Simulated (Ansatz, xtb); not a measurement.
**CH5F2GeO+: which of two conformers lies lower**

We compare a, `C[OH+][GeH]([F])[F]`, a singlet, with b, `C[OH+][GeH]([F])[F]`, a singlet. Both are isolated ions in the gas phase, relaxed with PBE0-D3(BJ)/pcseg-1.

a (Å):

```xyz
10

C     0.0539    0.1556   -0.9960
F    -2.6461   -0.2739    0.5556
F    -2.5373    2.5538    0.9444
Ge   -1.7849    1.0383    1.2619
O    -0.4252    1.2389   -0.1061
H     1.0287    0.4745   -1.3676
H     0.1506   -0.7309   -0.3691
H    -0.6773    0.0065   -1.7920
H    -0.4540    2.1050   -0.5602
H    -1.1235    0.8106    2.5995
```

b (Å):

```xyz
10

C     0.5162    1.3785    0.9623
F    -0.9339   -0.7717   -0.6383
F    -0.8947    1.4366   -2.3916
Ge   -1.6693    0.7344   -1.0257
O    -0.8157    1.7293    0.4015
H     0.5873    0.2932    0.8913
H     0.5032    1.7065    2.0024
H     1.2811    1.8789    0.3662
H    -0.9934    2.6867    0.4642
H    -3.1629    0.9015   -0.8799
```

Problem. Estimate E(b) − E(a) at the level CCSD(T)/def2-SVP + ΔMP2/def2-TZVPP.

Solution. Too close to call at this level: CCSD(T)/def2-SVP + ΔMP2/def2-TZVPP gives E(b) − E(a) = +0.005 eV.

Level by level:

```tsv
level	geometry	E(b) − E(a) (eV)	departure from the last row (eV)	job, with rough time for the two
PBE0-D3(BJ)/pcseg-1	PBE0-D3(BJ)/pcseg-1	+0.001	−0.004	optimisation, 40 s
HF/def2-SVP	PBE0-D3(BJ)/pcseg-1	+0.003	−0.002	part of the CCSD(T) run
MP2/def2-SVP	PBE0-D3(BJ)/pcseg-1	+0.002	−0.002	part of the CCSD(T) run
CCSD(T)/def2-SVP	PBE0-D3(BJ)/pcseg-1	+0.001	−0.004	single point
CCSD(T)/def2-SVP + ΔMP2/def2-TZVPP	PBE0-D3(BJ)/pcseg-1	+0.005		single point, 27 s
```

The largest departure from CCSD(T)/def2-SVP + ΔMP2/def2-TZVPP is that of CCSD(T)/def2-SVP, 0.004 eV. Levels run at GFN2-xTB geometries aren't shown. The last row adds to CCSD(T) the change of the MP2 difference between the two basis sets, here +0.004 eV.

With harmonic frequencies from PBE0-D3(BJ)/pcseg-1 (ideal gas, rigid rotor, one conformer each, 200 K, 1 atm): on the last row, ΔE + ΔZPE = +0.008 eV. A mode under 50 cm⁻¹ makes harmonic enthalpies and free energies unreliable, so none is given.

The correlated steps freeze 13 core orbitals; the filled d shell of Ge is correlated, in a basis made for valence electrons. Programs: Ansatz 0.2.0; the last row on 2 threads of Intel(R) Xeon(R) 6975P-C (Granite Rapids) on a shared host.
